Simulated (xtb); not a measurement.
3-fluoropenta-1,2,4-triene (C5H5F), SMILES C=C=C(F)C=C. All values are semi-empirical tight-binding results from xtb (GFN2-xTB unless named), good for trends rather than for accurate numbers. Geometry: GFN2-xTB. One conformer was computed; it need not be the lowest.

Optimised geometry:

```xyz
11

C     -0.4125    -2.5696     0.0000
C     -0.1075    -1.3141     0.0000
C      0.1785    -0.0361     0.0000
F      1.4844     0.3547     0.0000
C     -0.8011     1.0338     0.0000
C     -0.4817     2.3225     0.0000
H     -0.5482    -3.1231    -0.9169
H     -0.5482    -3.1231     0.9169
H     -1.8285     0.6986     0.0000
H      0.5456     2.6465     0.0000
H     -1.2351     3.0902     0.0000
```

```yaml
point_group_as_xtb_finds_it: Cs
orbital_gap: 3.67 eV
dipole_moment: 2.37 D
zero_point_energy: 49.6 kcal/mol
G − E(el) at 298.15 K (modified RRHO): 30.6 kcal/mol
static polarisability (D4 model): 59.6 bohr³
solvation energy, GFN2-xTB/ALPB(water): -2.8 kcal/mol
solvation energy, GFN2-xTB/ALPB(octanol): -5.3 kcal/mol
```

Give the IR lines (harmonic; lines under 4 % of the strongest left out, lines within 3 cm⁻¹ merged). (The exact figures need the calculation; the answer reports its results.)

ν (cm⁻¹): 551 (w), 763 (m), 879 (m), 885 (w), 960 (w), 1000 (s), 1004 (m), 1192 (vs), 1240 (m), 1399 (w), 1433 (m), 1662 (w), 2060 (s), 3059 (m), 3063 (w), 3078 (m), 3112 (w), 3143 (m) (against the strongest line: vs over 80 %, s over 45 %, m over 15 %, w over 4 %, vw less)

Give the atomic charges and the Wiberg bond orders between heavy atoms. (The exact figures need the calculation; the answer reports its results.)

charges (e) C1 -0.08, C2 -0.03, C3 0.16, F4 -0.23, C5 -0.03, C6 -0.08, H7 0.07, H8 0.07, H9 0.04, H10 0.06, H11 0.04. Bond orders C1–C2 2.02, C2–C3 1.76, C3–F4 0.93, C3–C5 1.08, C5–C6 1.89.
